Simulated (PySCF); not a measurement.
Sn(OH)(SiH3) (H4OSiSn), SMILES [OH][Sn][SiH3] (connectivity only; charge and spin as stated), neutral, multiplicity 1. Atoms are numbered in the order given.

```xyz
7

Sn     0.0404    -0.3982     0.5421
O      1.2762    -1.0898    -0.8761
H      1.3184    -0.5555    -1.6784
Si    -0.7677     1.6471    -1.0195
H     -1.3661     2.8212    -0.3039
H     -1.8065     1.1434    -1.9829
H      0.3706     2.1579    -1.8588
```

Geometry optimised at PBE0-D3(BJ)/def2-SVP. The def2 effective core potentials stand for the cores of Sn; spin–orbit coupling is left out. Other conformers were not sampled.

Method: CAM-B3LYP/def2-TZVPD (PySCF).

Mulliken values depend strongly on the basis, most of all with diffuse functions as here. ESP charges are fitted to the potential on shells at 1.4 to 2.0 van der Waals radii. Atomic charges (e):

```json
[
 {"atom": "Sn1", "ESP fit": "[?]", "Mulliken": "0.64"},
 {"atom": "O2", "ESP fit": "-0.57", "Mulliken": "-0.70"},
 {"atom": "H3", "ESP fit": "[?]", "Mulliken": "0.32"},
 {"atom": "Si4", "ESP fit": "0.40", "Mulliken": "-0.01"},
 {"atom": "H5", "ESP fit": "[?]", "Mulliken": "-0.09"},
 {"atom": "H6", "ESP fit": "[?]", "Mulliken": "-0.07"},
 {"atom": "H7", "ESP fit": "[?]", "Mulliken": "-0.08"}
]
```

Q: Some entries are withheld; supply them. (Estimate from the structure and the level; the computed values follow.)

A: 
- Sn1, ESP fit: 0.26
- H3, ESP fit: 0.33
- H5, ESP fit: -0.15
- H6, ESP fit: -0.13
- H7, ESP fit: -0.13
